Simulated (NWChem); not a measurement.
# AlH₃S₂O; SMILES [OH][Al]([SH])[SH]

```xyz
7

Al     0.4061    -0.0722    -0.0088
O      2.0851    -0.3096    -0.0131
H      2.7824     0.3464     0.0109
S     -0.8416    -1.8569    -0.0242
H      0.2407    -2.6680    -0.0242
S     -0.4802     1.9224     0.0093
H     -1.7471     1.4510     0.0224
```
Atoms are numbered in this order, from 1.

All runs use the structure optimised with PBE0/def2-SVP. B3LYP is NWChem's, with the RPA form of VWN correlation.

**Question.** Give the principal values of the shielding tensors (ppm) of Al1, O2, S4, S6 from B3LYP/6-311G** (spherical d), GIAO (NWChem), with their diamagnetic and paramagnetic parts as GIAO splits them.

**Answer.** 
| atom | σ11 | σ22 | σ33 | isotropic | diamagnetic | paramagnetic |
|---|---|---|---|---|---|---|
| Al1 | 354.1 | 355.2 | 427.8 | 379.0 | 796.4 | -417.4 |
| O2 | 224.6 | 294.0 | 313.0 | 277.2 | 387.4 | -110.2 |
| S4 | 649.4 | 696.5 | 895.7 | 747.2 | 1057.4 | -310.2 |
| S6 | 676.7 | 696.6 | 794.5 | 722.6 | 1057.5 | -334.9 |
